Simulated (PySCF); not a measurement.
H4NSi, SMILES [NH][SiH3], multiplicity 2. Atoms are numbered in the order given.

```xyz
6

N      0.1338    -1.2291     0.0000
Si    -0.0116     0.5205     0.0000
H     -0.7504    -1.7406     0.0000
H      0.6908     1.0081     1.2120
H      0.6908     1.0081    -1.2120
H     -1.4046     1.0417     0.0000
```
Charge 0, spin multiplicity 2.

Geometry: ωB97X-D3(BJ)/def2-TZVP. A frequency run showed that this geometry is not a minimum. The isomer is the one that the SMILES or the coordinates give; other isomers of the formula were not compared.

The numbers are results of PBE/def2-TZVPD run with PySCF, not measurements.

Mulliken values depend strongly on the basis, most of all with diffuse functions as here. Atomic charges (e):

```
atom  meta-Löwdin  Mulliken  Mulliken spin
----  -----------  --------  -------------
N1          -0.52     -0.34           0.94
Si2          0.54      0.18           0.00
H3           0.23      0.21          -0.03
H4          -0.07     -0.01           0.05
H5          -0.07     -0.01           0.05
H6          -0.11     -0.03           0.00
```
